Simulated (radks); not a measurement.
The numbers below are computed, except where a source is named.
Problem. The table gives one normalised radial function P(r) = r R(r) (large component) of Ho3+ in [Xe] 4f9 6s1 (r in bohr). Code: a radial shooting solver on a logarithmic mesh with Libxc functionals. Model: Dirac Kohn-Sham, exchange-only B88, spin-unpolarised, spherical densities, finite nucleus; open shells fill j = l - 1/2 first; Fermi nuclear charge, rms radius 5.2022 fm.

| r | P |
|---|---|
| 0.003851 | 0.0538 |
| 0.006027 | 0.0663 |
| 0.009433 | 0.0716 |
| 0.01476 | 0.0580 |
| 0.02311 | 0.0121 |
| 0.03617 | -0.0628 |
| 0.05661 | -0.1133 |
| 0.08861 | -0.0419 |
| 0.1387 | 0.1295 |
| 0.2171 | 0.1050 |
| 0.3398 | -0.1870 |
| 0.5318 | -0.1123 |
| 0.8323 | 0.3322 |
| 1.303 | 0.1611 |
| 2.039 | -0.5280 |
| 3.192 | -0.6384 |
| 4.995 | -0.2060 |
| 7.819 | -0.0141 |

Which n and l does it have? It may be an empty orbital.

Solution. n = 6, l = 0: the number of nodes gives n - l - 1 = 5, the rise at small r points to l (this Dirac orbital starts outside the nucleus as r^gamma with gamma = sqrt((l + 1)^2 - (Z/c)^2) = 0.87; the j = 1/2 orbital of l + 1 starts with the same power, but with a smaller coefficient, and then steepens), and the extent must fit the shell. The curve is that of 6s1/2. 6s1/2: eigenvalue -25.153 eV, 5 radial nodes at r = 0.0251, 0.0994, 0.258, 0.595, 1.45 bohr, <r> = 2.92 bohr, 90 % of the charge inside 4.13 bohr.
